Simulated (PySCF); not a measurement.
# One molecule, several mistakes: AlBH2N

Calculated results; nothing here was measured. The program is PySCF 2.14.0, an open-source quantum chemistry code, run on an isolated molecule that a program drew, which may never have been made. The molecule is AlBH2N (charge 0, doublet), drawn as the SMILES string `B=[N][AlH]`.

Each row is a Hartree-Fock (HF) and frozen-core CCSD(T) single point in the cc-pV(D+d)Z basis, meant for a local HF minimum. Run 1 is clean. Each other run has one planted mistake out of seven kinds, and not every kind appears here: one electron removed, one electron added, multiplicity raised by two, geometry at a saddle point, minimal basis STO-3G, one bond length entered in bohr, all coordinates scaled. The reference is restricted for singlets and unrestricted otherwise, and also for a bond in bohr. Adding or removing an electron swaps singlet and doublet. Electrons count all cores. HOMO and LUMO are orbital energies over both spins, the gradient is its largest component, and the lowest frequency (negative if imaginary) is given only where the gradient is small. Bond lengths are over the 4 bonds as drawn. T1 is the CCSD diagnostic: over 0.02 (restricted) or 0.045 (unrestricted) a single reference is doubtful.

Geometry of the clean run:
```xyz
5
AlBH2N, angstrom
B    -2.5761   -0.4611    1.7415
N    -2.1902   -0.4807    0.5548
Al   -1.7383   -0.4387   -1.1639
H    -2.9337   -0.4466    2.8584
H    -0.4335   -1.2335   -1.6168
```

```
run  electrons  basis functions  <S^2>  HOMO (eV)  LUMO (eV)  gradient (hartree/bohr)  lowest frequency (cm^-1)  mean bond (Å)  longest bond (Å)      T1  HF (hartree)  CCSD(T) (hartree)                     mistake
  1         27               61  0.755      -7.91       1.17                  2.7e-05                       155         1.4480             1.778  0.0182    -322.23598         -322.55236                    no fault
  2         27               61  3.758      -5.01      -1.78                  1.1e-01                         -         1.4480             1.778  0.0289    -322.06216         -322.34571  multiplicity raised by two
  3         28               61  0.000       0.02       6.69                  5.5e-02                         -         1.4480             1.778  0.0203    -322.20701         -322.56276          one electron added
  4         27               61  0.759      -8.18       1.02                  7.4e-02                         -         1.5407             1.891  0.0214    -322.21688         -322.54425                           ?
```

**Which mistake was planted in run 4, and what did it cost?**

The mean and the longest bond both change by the same factor, 1.064, and the gradient is no longer small. So the mistake is: all coordinates scaled. Subtracting run 1 and multiplying by 627.51 kcal/mol a hartree, the energy moved by 12.0 kcal/mol in HF and 5.1 kcal/mol in CCSD(T).

Cautions from the logs. Run 3: T1 is over the limit, so its CCSD(T) energy is less reliable and the HOMO is above zero, so the electron isn't bound and the energy depends on the basis.
